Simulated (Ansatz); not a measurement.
Harmonic frequencies (cm⁻¹) at PBE0-D4/def2-TZVP from Ansatz: 224, 352, 382, 468, 528, 576, 645, 870, 912, 1000, 1091, 1156, 1343, 1416, 1964, 3029, 3067, 3153.

Task: Which molecule is it?
A. `C=[CH][AlH][F]`
B. `F[CH]1[CH2][AlH]1`
C. `F/C=[CH]/[AlH2]`
D. `BrB1C[SiH2]1`

Result: B.
